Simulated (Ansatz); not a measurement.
MgSe₂. Charge 0, multiplicity 3. Geometry PBE0-D4/def2-TZVPD, that of the charge -1 doublet; atoms count from 1.

Cartesian coordinates in Å:
```
Mg -0.0011 -0.0027 0.0007
Se 2.1144 -0.4568 0.9937
Se -2.1133 0.4595 -0.9944
```

The structure comes from a short search, and lower isomers may exist.

Problem. Estimate the Mulliken populations from the PBE0/def2-TZVPD orbitals of Ansatz.

Solution. 
```csv
atom,charge (e),spin (α − β)
Mg1,0.52,-0.08
Se2,-0.26,1.04
Se3,-0.26,1.04
```
Mulliken values and Mayer orders depend strongly on the basis. With diffuse functions, as here, like atoms can get unlike values, and bond orders can come out too low or too high.

Problem. Where does the spin sit?

Solution. Summed by element: Mg -0.08, Se 2.08, of 2 unpaired in all. Largest on single atoms: Se2 1.04, Se3 1.04, Mg1 -0.08.

Problem. And the Mayer bond orders between bonded heavy atoms (over 0.3)?

Solution. Mg1–Se2 0.92 (2.38 Å); Mg1–Se3 0.92 (2.38 Å).
